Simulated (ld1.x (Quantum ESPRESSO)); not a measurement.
## Logarithmic derivatives: W (Z = 74), TM

- Element: tungsten
- Generator: ld1.x (Quantum ESPRESSO) 7.5
- Type: norm-conserving Troullier–Martins (Kleinman–Bylander form)
- Functional: PBEsol
- Relativity: scalar-relativistic
- Frozen core: [Kr] 4d10
- Valence charge: 28
- Reference configuration: 4f14 5s2 5p6 5d4 6s1.5 6p0 (charge +0.5)
- Partial waves: 5s (bound): rc 1.70 bohr; 5d (bound): rc 2.20 bohr; 4f (bound): rc 1.10 bohr; 5p (bound): rc 1.45 bohr
- Local potential: the p channel
- Core correction: a·sin(br)/r model core inside 0.75 bohr

Occupied shells without a wave of their own: 6s. They enter only through the test configuration that unscreens the potential, and ld1.x also counts them in the model core charge.

The phase is arctan(r·u′/u) with u = r·R(r), unwrapped; energies in Ry, scanned from -8 to 5 Ry. A pole is an energy at which the radial function vanishes at the test radius. The pseudo phase is shifted by a multiple of π to meet the all-electron one at the reference energy, and phase errors are pseudo minus all-electron; the curves can meet again beyond the range given. Levels narrower than the energy grid can be missing from the lists of poles. n/a: not evaluated, since a narrow level or a reset projector energy made the automatic matching unsafe.

Q: For each channel, where are the poles, and over which energies does the pseudopotential scatter like the atom?

A:

```json
{"channel": "s", "radius (bohr)": "2.40", "reference energy (Ry)": "-6.08", "poles, all-electron": "-6.02, 3.14", "poles, pseudo": "-6.02, 1.96", "unbroken range about the reference energy with phases within 0.05 rad": "below -1.7", "phase error 1 Ry above the reference energy (rad)": "-0.001"}
{"channel": "p", "radius (bohr)": "2.40", "reference energy (Ry)": "-3.44", "poles, all-electron": "-3.25", "poles, pseudo": "-3.25, 4.82", "unbroken range about the reference energy with phases within 0.05 rad": "below 0.5", "phase error 1 Ry above the reference energy (rad)": "-0.001"}
{"channel": "d", "radius (bohr)": "2.40", "reference energy (Ry)": "-0.59", "poles, all-electron": "0.33", "poles, pseudo": "0.33", "unbroken range about the reference energy with phases within 0.05 rad": "the whole range", "phase error 1 Ry above the reference energy (rad)": "-0.000"}
{"channel": "f", "radius (bohr)": "2.40", "reference energy (Ry)": "-2.71", "poles, all-electron": "4.34", "poles, pseudo": "4.73", "unbroken range about the reference energy with phases within 0.05 rad": "n/a", "phase error 1 Ry above the reference energy (rad)": "n/a"}
```

The potential misses its own reference levels by up to 1.2 eV, so it is not fit for use. ld1.x takes every shell without a wave as core, so the model core holds the 6s electrons as well and exchange and correlation see them twice. This cancels in the reference configuration, but the file is broken for other ones, and its errors say nothing about a proper core correction.

Phases in the d channel:

```csv
E (Ry),all-electron,pseudo
-8.00,1.418,1.418
-7.76,1.416,1.416
-7.52,1.413,1.413
-7.28,1.410,1.410
-7.04,1.407,1.407
-6.80,1.404,1.404
-6.56,1.400,1.400
-6.32,1.397,1.397
-6.08,1.393,1.393
-5.84,1.389,1.389
-5.60,1.384,1.384
-5.36,1.379,1.379
-5.12,1.374,1.374
-4.88,1.368,1.368
-4.64,1.362,1.362
-4.40,1.355,1.355
-4.16,1.347,1.347
-3.92,1.339,1.339
-3.68,1.329,1.329
-3.44,1.317,1.317
-3.20,1.304,1.304
-2.96,1.288,1.288
-2.72,1.270,1.270
-2.48,1.246,1.246
-2.24,1.216,1.216
-2.00,1.175,1.175
-1.76,1.117,1.117
-1.52,1.026,1.026
-1.28,0.865,0.864
-1.04,0.522,0.521
-0.80,-0.211,-0.211
-0.56,-0.932,-0.932
-0.32,-1.268,-1.268
-0.08,-1.429,-1.429
0.16,-1.523,-1.524
0.40,-1.587,-1.587
0.64,-1.635,-1.635
0.88,-1.675,-1.675
1.12,-1.711,-1.711
1.36,-1.745,-1.746
1.60,-1.780,-1.781
1.84,-1.818,-1.819
2.08,-1.861,-1.862
2.32,-1.912,-1.914
2.56,-1.977,-1.980
2.80,-2.063,-2.068
3.04,-2.184,-2.192
3.28,-2.368,-2.381
3.52,-2.652,-2.675
3.76,-3.065,-3.098
4.00,-3.518,-3.550
4.24,-3.869,-3.893
4.48,-4.098,-4.114
4.72,-4.246,-4.257
4.96,-4.345,-4.354
```
